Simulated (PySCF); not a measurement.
Compound: C₅H₁₁FSi.
Z-matrix (Å and degrees, GFN2-xTB geometry), rows numbered from 1:
```
C 
C   1  1.5302
C   2  1.5082  1  112.27
C   3  1.3280  2  122.80  1   106.27
Si  4  1.8861  3  128.40  2  -179.43
C   3  1.5019  2  113.41  1   -72.90
F   6  1.3723  3  113.11  2  -170.07
H   1  1.0876  2  110.24  3   -54.58
H   1  1.0872  2  111.20  3    65.98
H   1  1.0875  2  109.98  3  -174.20
H   2  1.0934  1  109.11  3  -121.91
H   2  1.0913  1  108.80  3   120.58
H   4  1.0838  3  116.06  2     0.88
H   5  1.4621  4  111.11  3    56.88
H   5  1.4706  4  105.33  3   174.21
H   5  1.4613  4  110.60  3   -68.18
H   6  1.0971  3  110.69  2   -50.60
H   6  1.0974  3  110.91  2    70.55
```

Computed with TDDFT CAM-B3LYP/def2-SVPD, vertical, gas phase, core orbitals frozen in the response (PySCF 2.14.0, density-fitted response routines). GFN2-xTB frequencies show an imaginary mode (48i cm⁻¹), so this geometry is no minimum at that level.

Kohn–Sham orbitals with the atoms that hold most of them (Löwdin shares over 4%, at most four atoms; ? is withheld):

| orbital | ε (eV) | atoms |
| --- | --- | --- |
| LUMO+2 | 1.63 | Si5 33%, C1 12%, H15 7%, H9 6% |
| LUMO+1 | 1.14 | Si5 16%, C6 12%, C1 12%, C4 8% |
| LUMO | 0.68 | ? |
| HOMO | ? | ? |
| HOMO-1 | -10.05 | C4 26%, Si5 19%, C3 11%, C2 9% |
| HOMO-2 | -10.50 | Si5 35%, H15 31%, C4 7%, H14 6% |
| HOMO-3 | -11.11 | Si5 28%, H14 19%, H16 13%, C4 7% |

(1) Give the leading atoms of the LUMO.

(2) Give the leading atoms of the HOMO.

(3) What is the HOMO energy, and the HOMO–LUMO gap?

## Answers

(1) C4 (bonded to C, Si and H) 24%; C3 (bonded to 3 C) 24%; Si5 (bonded to C and 3 H) 14%; H13 (bonded to C) 5%. By element: carbon 48% or more, silicon 14%, hydrogen 5% or more.

(2) C4 (bonded to C, Si and H) 34%; C3 (bonded to 3 C) 30%; Si5 (bonded to C and 3 H) 7%; C6 (bonded to C, F and 2 H) 5%. By element: carbon 69% or more, silicon 7%.

(3) ε(HOMO) = -8.72 eV; the gap is 9.40 eV (0.3456 hartree).

Task: How does S1 compare with the orbital gap of 9.40 eV?

Result: S1 is at 6.62 eV (f = 0.446), 2.79 eV below the gap, made of HOMO→LUMO (95%). 

Task: Give energy, strength and leading configuration of S1, S2 and S3, and follow the Löwdin shares of the leading atoms from the occupied to the empty orbital.

Result: 
- S1 (6.62 eV, f 0.446), HOMO→LUMO (95%): C4 34% → 24%, C3 30% → 24%
- S2 (6.82 eV, f 0.0025), HOMO-1→LUMO (88%): C4 26% → 24%, Si5 19% → 14%, C3 11% → 24%
- S3 (7.03 eV, f 0.0058), HOMO→LUMO+1 (85%): C4 34% → 8%, C3 30% → at most 8%, Si5 7% → 16%, C6 5% → 12%

Löwdin shares depend on the basis, the more so with diffuse functions.

One conformer stands for the species.
